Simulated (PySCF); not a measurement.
Below is a simulated gas-phase C 1s photoelectron spectrum of `CCCCC(=O)OC`.

Every computed line was given a Gaussian of 0.6 eV full width at half maximum and an area set by the number of equivalent atoms; the highest printed point is 100. Computed, not measured: PySCF 2.14.0, delta-SCF UKS SCAN, pcX-2 on the ionised atom, pcseg-1 elsewhere, spin-free X2C.

(binding energy (eV), intensity): (289.5, 0), (289.6, 0), (289.7, 1), (289.8, 4), (289.9, 10), (290.0, 21), (290.1, 38), (290.2, 59), (290.3, 81), (290.4, 96), (290.5, 100), (290.6, 93), (290.7, 80), (290.8, 66), (290.9, 53), (291.0, 43), (291.1, 33), (291.2, 23), (291.3, 14), (291.4, 8), (291.5, 4), (291.6, 2), (291.7, 1), (291.8, 1), (291.9, 2), (292.0, 4), (292.1, 8), (292.2, 14), (292.3, 22), (292.4, 29), (292.5, 32), (292.6, 31), (292.7, 26), (292.8, 18), (292.9, 11), (293.0, 6), (293.1, 3), (293.2, 1), (293.3, 0), (293.4, 0), (293.5, 0), (293.6, 1), (293.7, 1), (293.8, 4), (293.9, 8), (294.0, 14), (294.1, 21), (294.2, 28), (294.3, 32), (294.4, 31), (294.5, 26), (294.6, 19), (294.7, 12), (294.8, 6), (294.9, 3), (295.0, 1), (295.1, 0), (295.2, 0)

**Question.** Count the maxima, the lines and the sites behind this envelope.

**Answer.** The curve has 3 maxima (at 290.5, 292.5 and 294.3 eV). Under it lie 6 lines from 6 inequivalent carbon sites. At this width some lines have no maximum of their own.

**Question.** Decompose the envelope and assign each component. Numbering: `[CH3:1][CH2:2][CH2:3][CH2:4][C:5](=[O:6])[O:7][CH3:8]`.

**Answer.** 
| position (eV) | relative area | line | atoms | environment |
| --- | --- | --- | --- | --- |
| 290.40 | 1 | C 1s | C2 | chain CH2 carbon |
| 290.45 | 1 | C 1s | C1 | methyl carbon |
| 290.52 | 1 | C 1s | C3 | chain CH2 carbon |
| 290.97 | 1 | C 1s | C4 | sp3 carbon next to a carbonyl |
| 292.53 | 1 | C 1s | C8 | methoxy carbon |
| 294.33 | 1 | C 1s | C5 | ester carbonyl carbon |

**Question.** What are the centre and the root-mean-square width of the whole band?

**Answer.** The area-weighted mean of the lines is 291.53 eV. Their own spread about it is 1.45 eV (rms) and each Gaussian has σ = 0.6/2.355 = 0.25 eV; the variances add, which gives 1.47 eV.

The listed C 1s values span 3.93 eV, from C2 (bonded to 2 C and 2 H) to C5 (bonded to O (double bond), O and C). The widest gap between neighbouring values is 1.80 eV, between 292.53 and 294.33 eV.

The curve has no shake-up lines and no vibrational structure. Geometry: PBE0-D3(BJ)/def2-SVP, one conformer, isolated molecule.

Hardware: an Arm Neoverse N1 with one thread, shared host. Cost: 4.7 min of wall time.

The values belong to the conformer `[CH3:1][CH2:2][CH2:3][CH2:4][C:5](=[O:6])[O:7][CH3:8]`: C1–C2–C3–C4 180°, C2–C3–C4–C5 69°, C3–C4–C5–O6 16°, C4–C5–O7–C8 -178°.
